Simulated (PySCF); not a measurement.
SMILES C=CCCC#N (GFN2-xTB optimised geometry):

```
13

C      1.405    -1.338    -0.947
C      0.663    -0.797     0.000
C     -0.834    -0.797     0.000
C     -1.389     0.639     0.000
C     -1.022     1.338     1.205
N     -0.729     1.876     2.170
H      2.480    -1.314    -0.912
H      0.967    -1.835    -1.798
H      1.121    -0.299     0.845
H     -1.197    -1.316     0.892
H     -1.210    -1.322    -0.881
H     -2.480     0.622    -0.068
H     -0.994     1.193    -0.857
```

Method: PBE/def2-TZVP in PySCF 2.14.0.

### Question
What are the frontier orbital energies and the dipole moment?

### Answer
HOMO-2 -8.11 eV, HOMO-1 -7.96 eV, HOMO -6.77 eV, LUMO -1.13 eV, LUMO+1 -0.37 eV; dipole moment 3.86 D.

Meta-Löwdin charges at PBE/def2-TZVP: C1 -0.27, C2 -0.11, C3 -0.20, C4 -0.23, C5 0.10, N6 -0.23, H7 0.13, H8 0.12, H9 0.13, H10 0.13, H11 0.12, H12 0.15, H13 0.15.
